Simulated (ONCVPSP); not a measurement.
**Reading a pseudo-wave (Ga (Z = 31))**

Columns: radius, all-electron u(r) and pseudo u(r) of the 4s shell (level -9.17 eV) of gallium in the configuration [Ar] 3d10 4s2 4p1; LDA (Perdew-Zunger), scalar-relativistic, ONCV scheme, ONCVPSP 4.0.1.

```json
{"r (bohr)": "0.095", "all-electron": "0.1183", "pseudo": "0.0011"}
{"r (bohr)": "0.190", "all-electron": "0.1556", "pseudo": "0.0051"}
{"r (bohr)": "0.285", "all-electron": "-0.0632", "pseudo": "0.0146"}
{"r (bohr)": "0.380", "all-electron": "-0.2491", "pseudo": "0.0321"}
{"r (bohr)": "0.475", "all-electron": "-0.3181", "pseudo": "0.0591"}
{"r (bohr)": "0.570", "all-electron": "-0.2861", "pseudo": "0.0964"}
{"r (bohr)": "0.665", "all-electron": "-0.1912", "pseudo": "0.1436"}
{"r (bohr)": "0.760", "all-electron": "-0.0661", "pseudo": "0.1992"}
{"r (bohr)": "0.855", "all-electron": "0.0671", "pseudo": "0.2608"}
{"r (bohr)": "0.950", "all-electron": "0.1953", "pseudo": "0.3259"}
{"r (bohr)": "1.045", "all-electron": "0.3112", "pseudo": "0.3919"}
{"r (bohr)": "1.140", "all-electron": "0.4117", "pseudo": "0.4564"}
{"r (bohr)": "1.235", "all-electron": "0.4958", "pseudo": "0.5171"}
{"r (bohr)": "1.330", "all-electron": "0.5640", "pseudo": "0.5721"}
{"r (bohr)": "1.425", "all-electron": "0.6174", "pseudo": "0.6195"}
{"r (bohr)": "1.520", "all-electron": "0.6574", "pseudo": "0.6577"}
{"r (bohr)": "1.615", "all-electron": "0.6857", "pseudo": "0.6857"}
{"r (bohr)": "1.710", "all-electron": "0.7039", "pseudo": "0.7039"}
{"r (bohr)": "1.805", "all-electron": "0.7134", "pseudo": "0.7134"}
{"r (bohr)": "1.900", "all-electron": "0.7155", "pseudo": "0.7155"}
{"r (bohr)": "1.995", "all-electron": "0.7115", "pseudo": "0.7115"}
{"r (bohr)": "2.090", "all-electron": "0.7024", "pseudo": "0.7024"}
{"r (bohr)": "2.185", "all-electron": "0.6892", "pseudo": "0.6892"}
{"r (bohr)": "2.280", "all-electron": "0.6727", "pseudo": "0.6727"}
{"r (bohr)": "2.375", "all-electron": "0.6537", "pseudo": "0.6537"}
{"r (bohr)": "2.470", "all-electron": "0.6326", "pseudo": "0.6326"}
```

(1) How many radial nodes do the two functions have?

(2) At about which radius was the pseudo-wave matched?

(3) Is the pseudo-wave norm-conserving?

Results:

(1) The all-electron 4s function has n − l − 1 = 3 (the table is too coarse to show those close to the nucleus); the pseudo-wave has 0, since the states of the same l below it are removed with the core.

(2) 1.65 bohr. The columns agree to 0.0005 from 1.52 bohr on; several derivatives are matched, so the curves merge somewhat inside the radius.

(3) Yes: the ONCV scheme keeps the norm inside the radius equal to the all-electron one, which fixes the energy derivative of the logarithmic derivative at the level.
